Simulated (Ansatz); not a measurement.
Basis-set extrapolation for `BCC[SiH2]C` (PBE0-D4/def2-TZVP geometry, frozen core, the Gaussian-basis code of Ansatz). Multiplicity 1, RHF reference.

```csv
,def2-TZVPP,def2-QZVPP
HF,-433.679390,-433.695488
MP2 correlation,-0.760181,-0.808708
CCSD(T) correlation,-0.860739,not run
```

Energies in hartree. Use E(X) = E(∞) + A·exp(−7.88·√X) for Hartree–Fock and E(X) = E(∞) + B·X^(−2.97) for correlation, with X = 3 and 4, and add CCSD(T) minus MP2 of the smaller set to the MP2 limit.

Question: What is the CCSD(T) energy at the basis-set limit?

Answer: HF limit: -433.695488 + (-0.016098) × 0.13774 = -433.69771. MP2 limit: -0.808708 + (-0.048527) × 0.74074 = -0.84465. Higher-order term: -0.860739 − (-0.760181) = -0.10056. Total: -434.64292 hartree, 2.80 eV below CCSD(T)/def2-TZVPP.
